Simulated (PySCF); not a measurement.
From one molecule to another.

First species: C6H7FO.
Cartesian coordinates in Å at the GFN2-xTB level; atoms count from 1:
```xyz
15
C6H7FO angstrom
F     -1.0310   -1.7233    1.1954
C     -1.2154   -0.4061    0.8536
C     -2.1190   -0.1325   -0.3181
C     -1.1791    0.4912   -1.0247
C     -0.0881    0.2288   -0.0184
C      1.1769   -0.5634   -0.3557
C      1.9124    0.6279    0.2626
O      0.6750    1.3018    0.5224
H     -1.4344    0.1421    1.7730
H     -3.1520   -0.3734   -0.4783
H     -1.1628    1.0134   -1.9622
H      1.3425   -0.7155   -1.4186
H      1.2696   -1.5048    0.1786
H      2.5446    1.2026   -0.4184
H      2.4562    0.4192    1.1869
```

Second species: C₆H₇FO.
SMILES: `O=C(F)C1=CCCC1`

Levels: B3LYP/def2-SVPD for HOMO energy, LUMO energy, HOMO–LUMO gap and static isotropic polarisability; TDDFT B3LYP/def2-SVPD for lowest singlet excitation; TDA B3LYP/def2-SVPD for lowest triplet excitation (Tamm–Dancoff). Geometries: GFN2-xTB. Each species is one conformer at its optimised geometry, gas phase, non-relativistic unless stated; the electronic structure was computed with PySCF and density fitting.

| property | column X | column Y |
| --- | --- | --- |
| HOMO energy | -7.18 eV | -7.68 eV |
| LUMO energy | -0.75 eV | -2.06 eV |
| HOMO–LUMO gap | 6.43 eV | 5.62 eV |
| lowest singlet excitation | 5.36 eV | 5.09 eV |
| lowest triplet excitation (Tamm–Dancoff) | 4.47 eV | 3.48 eV |
| static isotropic polarisability | 69.7 au | 73.1 au |

Task: Which column belongs to which species?

Result: Column X is the first species and column Y the second. The first has 15 atoms and 60 electrons, the second 15 and 60.

Task: How does each property change from the first species to the second?

Result: HOMO energy -0.50 eV; LUMO energy -1.31 eV; HOMO–LUMO gap -0.81 eV; lowest singlet excitation -0.27 eV; lowest triplet excitation (Tamm–Dancoff) -0.99 eV; static isotropic polarisability +3.4 au.

On the first: No computed singlet falls in the visible range (750 to 380 nm, 1.65 to 3.26 eV); S1 lies 2.10 eV above its blue end. The 8 singlets span 5.36 to 7.56 eV, and their oscillator strengths add up to 0.25.

On the second: No computed singlet falls in the visible range (750 to 380 nm, 1.65 to 3.26 eV); S1 lies 1.83 eV above its blue end. S1 lies 0.53 eV below the HOMO–LUMO gap; its leading configuration is HOMO−1→LUMO, weight 0.97.
